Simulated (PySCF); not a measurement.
## Spin-Hamiltonian simulation

Molecule: `B(/C=C(\C#C)C)(O)O`, C$_{5}$H$_{7}$BO$_{2}$.

Bonds (- single, = double, # triple, : aromatic): C1#C2 1.213 Å, C2-C3 1.430 Å, C3-C4 1.505 Å, C3=C5 1.354 Å, C5-B6 1.563 Å, B6-O7 1.371 Å, B6-O8 1.356 Å. C1 carries H9; C4 carries H10, H11, H12; C5 carries H13; O7 carries H14; O8 carries H15. Stereochemistry as in C#C/C(C)=C\B(O)O.

All values are calculated (PySCF 2.14): J: B3LYP/pcJ-1 (spin–dipole term only in couplings to heteroatoms), coordinates at the PBE0-D3(BJ)/def2-SVP level, shieldings: GIAO PBE0/pcSseg-1. Equivalent nuclei averaged, gas phase, no relativistic terms, one conformer.

Scale: 1H vs TMS (reference shieldings calculated alike).

Shifts (ppm): H9 3.60, H10/H11/H12 2.03, H13 5.45.
Couplings (Hz): H9–H10, H9–H11, H9–H12: 0.3; H9–H13: 0.9; H10–H11, H10–H12, H11–H12: -15.9; H10–H13, H11–H13, H12–H13: -2.0.

The 5-spin Hamiltonian (Zeeman plus full scalar coupling among like nuclei) was diagonalised exactly; lines are Lorentzian, 1.0 Hz wide, and the maxima above 3 % are listed with the tallest set to 100.

**Question.** Give the 1H peak list of this spin system at 60 MHz.

**Answer.** 
δ in ppm (height): 5.506 (7), 5.473 (18), 5.460 (19), 5.441 (19), 5.427 (18), 5.394 (7), 3.601 (40), 2.047 (100), 2.013 (98)

**Question.** And at 700 MHz?

**Answer.** 
```json
{"Hz": "3818.4", "ppm": "5.455", "height": "7"}
{"Hz": "3816.4", "ppm": "5.452", "height": "18"}
{"Hz": "3815.6", "ppm": "5.451", "height": "19"}
{"Hz": "3814.5", "ppm": "5.449", "height": "19"}
{"Hz": "3813.6", "ppm": "5.448", "height": "18"}
{"Hz": "3811.7", "ppm": "5.445", "height": "7"}
{"Hz": "2520.0", "ppm": "3.600", "height": "40"}
{"Hz": "1422.0", "ppm": "2.031", "height": "100"}
{"Hz": "1420.0", "ppm": "2.029", "height": "100"}
```

**Question.** Among coupled protons with different shifts, which pair is furthest from first order, and how does the field change that?

**Answer.** H10 and H13: Δν/J is about 102.6 at 60 MHz (close to first order) and 1197.0 at 700 MHz (close to first order). J in Hz doesn't depend on the field, while Δν in Hz grows in proportion to it.

Exchangeable OH/NH protons stand at their gas-phase positions; hydrogen bonding in a real sample shifts them, mostly to higher δ.
